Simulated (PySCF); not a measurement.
# `N#[C][Ge@H]([SiH3])[Si@H](N)[SiH3]`, CH10GeN2Si3

Geometry:
```tsv
atom	x (Å)	y (Å)	z (Å)
N1	-0.812	-0.705	3.564
C2	-0.866	-0.190	2.539
Ge3	-0.909	0.624	0.804
Si4	-2.825	-0.264	-0.240
Si5	1.354	0.532	0.077
N6	1.375	1.666	-1.229
Si7	1.951	-1.535	-0.779
H8	-1.246	2.044	1.281
H9	-2.708	-1.720	-0.332
H10	-2.931	0.279	-1.596
H11	-4.047	0.073	0.489
H12	2.197	0.954	1.221
H13	0.990	2.586	-1.078
H14	2.202	1.743	-1.799
H15	1.129	-1.930	-1.928
H16	3.343	-1.568	-1.238
H17	1.797	-2.578	0.236
```

Theory: TDDFT PBE0/def2-SVPD circular dichroism and optical rotation, one conformer, gas phase (PySCF 2.14.0). Geometry: GFN2-xTB.

The molecule is flexible and this is one conformer; a measurement averages over conformers. The calculation is non-relativistic, which matters for the atoms heavier than Zn.

Problem. Draw the ECD and absorption spectra from the lowest 16 states, each a Gaussian of half-width 0.2 eV at 1/e height.

Solution. 
| E (eV) | λ (nm) | Δε (L mol⁻¹ cm⁻¹) | ε (L mol⁻¹ cm⁻¹) |
| --- | --- | --- | --- |
| 4.89 | 254 | -0.05 | 1.36 |
| 4.99 | 248 | -0.48 | 12.9 |
| 5.09 | 244 | -2.77 | 74.2 |
| 5.19 | 239 | -9.68 | 259 |
| 5.29 | 234 | -20.49 | 548 |
| 5.39 | 230 | -26.30 | 704 |
| 5.49 | 226 | -20.47 | 550 |
| 5.59 | 222 | -9.46 | 289 |
| 5.69 | 218 | -1.02 | 330 |
| 5.79 | 214 | +8.75 | 1420 |
| 5.89 | 211 | +32.03 | 5050 |
| 5.99 | 207 | +73.54 | 11700 |
| 6.09 | 204 | +110.53 | 17300 |
| 6.19 | 200 | +108.29 | 16200 |
| 6.29 | 197 | +68.06 | 10000 |
| 6.39 | 194 | +24.54 | 5490 |
| 6.49 | 191 | -1.63 | 5060 |
| 6.59 | 188 | -17.98 | 6800 |
| 6.69 | 185 | -35.23 | 9560 |
| 6.79 | 183 | -47.87 | 13500 |
| 6.89 | 180 | -46.56 | 18200 |
| 6.99 | 177 | -35.64 | 22000 |
| 7.09 | 175 | -28.45 | 22700 |

Δε uses R in velocity form, ε uses f in length form. Only the states computed contribute, so the short-wavelength end is incomplete.
